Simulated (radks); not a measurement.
Question: All-electron atom: the lutetium ion Lu2+ in [Kr] 4d10 4f14 5s2 5p5.5 6s1 6p0.5 (fractional occupations, a model configuration). Calculated with a radial shooting solver on a logarithmic mesh with Libxc functionals: Dirac Kohn-Sham, PBE, spin-unpolarised, spherical densities, finite nucleus; open shells are shared between the two j in proportion to 2j + 1; Fermi nuclear charge, rms radius 5.37 fm. Some entries of the table are withheld. Estimate them.

orbital,occ.,eigenvalue (hartree),<1/r> (bohr^-1),<r> (bohr)
1s1/2,2,-2321.269,82.18,0.01932
2s1/2,2,-395.5518,19.88,0.08125
2p1/2,2,-377.6342,19.86,(1)
2p3/2,4,-336.5667,16.96,(2)
3s1/2,2,-90.22879,7.292,0.2122
3p1/2,2,-82.28908,7.208,0.2020
3p3/2,4,-73.52928,6.463,0.2162
3d3/2,4,-60.03268,6.353,0.1898
3d5/2,6,-58.12002,6.173,0.1942
4s1/2,2,-18.57879,3.052,0.4780
4p1/2,2,-15.34367,(3),0.4851
4p3/2,4,-13.35219,(4),0.5178
4d3/2,4,-8.02950,2.461,(5)
4d5/2,6,-7.66607,2.398,(6)
5s1/2,2,-3.00520,1.150,1.163
5p1/2,1.83333,-2.09911,(7),1.294
5p3/2,3.66667,-1.83551,(8),1.396
4f5/2,6,-1.15510,1.853,0.7065
4f7/2,8,-1.09877,1.822,0.7204
6s1/2,1,-0.69627,0.4264,2.981
6p1/2,0.166667,-0.51278,(9),(10)
6p3/2,0.333333,-0.47905,(11),(12)

Answer: 
(1) 2p1/2 <r> (bohr): 0.06740
(2) 2p3/2 <r> (bohr): 0.07502
(3) 4p1/2 <1/r> (bohr^-1): 2.942
(4) 4p3/2 <1/r> (bohr^-1): 2.683
(5) 4d3/2 <r> (bohr): 0.5411
(6) 4d5/2 <r> (bohr): 0.5527
(7) 5p1/2 <1/r> (bohr^-1): 1.021
(8) 5p3/2 <1/r> (bohr^-1): 0.9337
(9) 6p1/2 <1/r> (bohr^-1): 0.3590
(10) 6p1/2 <r> (bohr): 3.521
(11) 6p3/2 <1/r> (bohr^-1): 0.3383
(12) 6p3/2 <r> (bohr): 3.728
